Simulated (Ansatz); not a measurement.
`[SiH2]N([SiH3])[SiH2]Cl` radical, relaxed with UKS PBE0-D4/def2-TZVP in the Gaussian-basis code of Ansatz from a PBE-D4/def2-SVP geometry. The force threshold is 0.005 eV/Å; the program also tests the step.

The species carries charge 0 and has multiplicity 2.

Start:

```xyz
12

Si    1.913    0.527    0.083
N     0.195    0.080    0.007
Si   -0.335   -1.074   -1.244
Si   -0.937    0.564    1.257
Cl   -1.084   -0.880    2.755
H     2.435    0.550   -1.337
H     2.019    1.898    0.709
H    -1.566   -1.778   -0.749
H     0.760   -2.072   -1.493
H    -0.650   -0.361   -2.531
H    -2.301    0.714    0.654
H    -0.451    1.831    1.888
```

Question: By how much does the energy fall, and how many steps does the optimiser take? (Estimate.)

Answer: The calculation gave: 7.82 kJ/mol, in 15 steps.

Question: Which bonds change most? (Estimate.)

Answer: Ansatz gave: Si1–N2 from 1.778 to 1.744 Å; N2–Si3 from 1.783 to 1.749 Å; N2–Si4 from 1.754 to 1.721 Å; Si4–Cl5 from 2.086 to 2.057 Å.

Question: Give the relaxed structure. (An estimate is asked.)

Answer: Ansatz gave: 
```xyz
12

Si    1.825    0.671    0.059
N     0.178    0.099    0.029
Si   -0.299   -1.037   -1.212
Si   -0.910    0.493    1.303
Cl   -1.106   -1.058    2.640
H     2.413    0.364   -1.278
H     1.853    2.140    0.322
H    -1.659   -1.528   -0.872
H     0.650   -2.177   -1.264
H    -0.321   -0.371   -2.539
H    -2.262    0.756    0.766
H    -0.363    1.650    2.046
```
